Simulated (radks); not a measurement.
All-electron atom: Ne+ in [He] 2s2 2p5.

All-electron calculation, scalar-relativistic Kohn-Sham, BLYP, spin-polarised, spherical densities, finite nucleus; open shells are filled with parallel spins first; Fermi nuclear charge, rms radius 3.0055 fm. Program: a radial shooting solver on a logarithmic mesh with Libxc functionals.

Energy parts (eV):
part                     energy
total                 -3491.559
kinetic                3491.913
electron-nucleus      -8260.257
Hartree                1601.988
exchange-correlation   -325.202

Orbitals (lengths in bohr, moments of r in powers of bohr):
| orbital | occ. | eigenvalue (eV) | <1/r> | <r^4> |
|---|---|---|---|---|
| 1s up | 1 | -854.6946 | 9.626 | 0.002960 |
| 1s down | 1 | -853.8055 | 9.632 | 0.002946 |
| 2s up | 1 | -56.4387 | 1.700 | 1.560 |
| 2s down | 1 | -54.4130 | 1.684 | 1.639 |
| 2p up | 3 | -33.2310 | 1.552 | 2.406 |
| 2p down | 2 | -31.1889 | 1.529 | 2.683 |

The highest occupied level is 2p down at -31.189 eV. The electron density at the nucleus is 651.5 e/bohr^3 (large components only). Summed over all electrons, <r^2> = 6.939 bohr^2, which gives a Langevin (diamagnetic) susceptibility term of -5.5 x 10^-6 cm^3/mol.
